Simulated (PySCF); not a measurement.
A GIAO shielding run with PySCF (density fitting, non-relativistic, gas phase) on SMILES C[O+](CC#N)[AlH2-][C](C)(C)C, C$_{7}$H$_{16}$AlNO:

```
{"job": {"kind": "nmr", "xc": "KT2", "basis": "pcSseg-1", "pop": false}, "charge": 0, "multiplicity": 1}
C      2.071007    -1.642859    -0.190582
O      1.684017    -0.365409     0.310593
C      2.516371     0.715465    -0.049406
C      2.523747     0.948822    -1.495331
N      2.537326     1.106526    -2.640599
Al     0.060002    -0.092746     1.514285
C     -1.429750     0.182561     0.214593
C     -1.188593     1.434471    -0.629596
C     -1.587339    -1.031275    -0.701650
C     -2.708313     0.365247     1.037661
H      3.098020    -1.873040     0.133374
H      1.374735    -2.370921     0.240344
H      2.004050    -1.654853    -1.288802
H      2.128195     1.599953     0.477655
H      3.549319     0.531380     0.294471
H      0.129878    -1.504185     2.277312
H      0.649557     1.220698     2.237392
H     -1.051402     2.334739    -0.006949
H     -2.045548     1.635215    -1.303157
H     -0.301380     1.338271    -1.279449
H     -0.707415    -1.177440    -1.352347
H     -1.742305    -1.964262    -0.133456
H     -2.458831    -0.914598    -1.376394
H     -2.933754    -0.520163     1.656913
H     -3.586370     0.530470     0.381411
H     -2.647552     1.236303     1.713044
```

Hardware: 1 thread of an Arm Neoverse V1, shared host.

(1) How large is the calculation?

(2) How long does it take?

(3) And these other runs on the same molecule and hardware: GIAO shielding at PBE0/pcSseg-1?

Results:

(1) 86 electrons, 257 basis functions and 1347 auxiliary functions.

(2) 99 s of wall time, with 17 SCF cycles. Times on a shared host scatter by some tens of per cent.

(3) PBE0/pcSseg-1: 257 functions, 68 s.
